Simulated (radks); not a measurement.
The numbers below are computed, except where a source is named.
Q: Ionisation ladder of caesium, from Cs I to Cs XXII. Each ion is in the ground configuration listed by NIST, and IE = E(next ion) - E(this ion). Level of theory: scalar-relativistic Kohn-Sham, PBE, spin-polarised, spherical densities, finite nucleus; open shells are filled with parallel spins first (spin-orbit coupling, left out, can overturn this in heavy ions); Fermi nuclear charge, rms radius 4.8041 fm (a radial shooting solver on a logarithmic mesh with Libxc functionals).

species       configuration  IE, Delta-SCF (eV)  -e(HOMO) (eV)     HOMO  <r> HOMO (bohr)
Cs I               [Xe] 6s1               3.982          2.267    6s up             5.62
Cs II                  [Xe]              23.453         18.671       5p             2.07
Cs III    [Kr] 4d10 5s2 5p5              33.391         28.349  5p down             1.99
Cs IV     [Kr] 4d10 5s2 5p4              43.743         38.521  5p down             1.92
Cs V      [Kr] 4d10 5s2 5p3              57.925         52.164    5p up             1.85
Cs VI     [Kr] 4d10 5s2 5p2              69.671         63.774    5p up             1.80
Cs VII    [Kr] 4d10 5s2 5p1              81.616         75.642    5p up             1.75
Cs VIII       [Kr] 4d10 5s2              111.46         104.69       5s             1.55
Cs IX         [Kr] 4d10 5s1              126.79         119.82    5s up             1.51
Cs X              [Kr] 4d10              210.46         197.80       4d            0.812
Cs XI              [Kr] 4d9              236.37         223.37  4d down            0.797
Cs XII             [Kr] 4d8                   ?         249.62  4d down            0.783
Cs XIII            [Kr] 4d7              290.09         276.50  4d down            0.770
Cs XIV             [Kr] 4d6              317.78         303.94  4d down            0.757
Cs XV              [Kr] 4d5              354.10         339.52    4d up            0.743
Cs XVI             [Kr] 4d4                   ?         368.97    4d up            0.731
Cs XVII            [Kr] 4d3              414.12         399.00    4d up            0.720
Cs XVIII           [Kr] 4d2                   ?         429.56    4d up            0.710
Cs XIX             [Kr] 4d1              476.19         460.62    4d up            0.700
Cs XX                  [Kr]              603.59         587.47       4p            0.665
Cs XXI    [Ar] 3d10 4s2 4p5                   ?         620.18  4p down            0.659
Cs XXII   [Ar] 3d10 4s2 4p4              668.77         652.81  4p down            0.653

Estimate the withheld Delta-SCF values.

A: Cs XII: 262.93 eV (NIST 261); Cs XVI: 383.83 eV (NIST 382); Cs XVIII: 444.93 eV (NIST 445); Cs XXI: 636.28 eV (NIST 629).
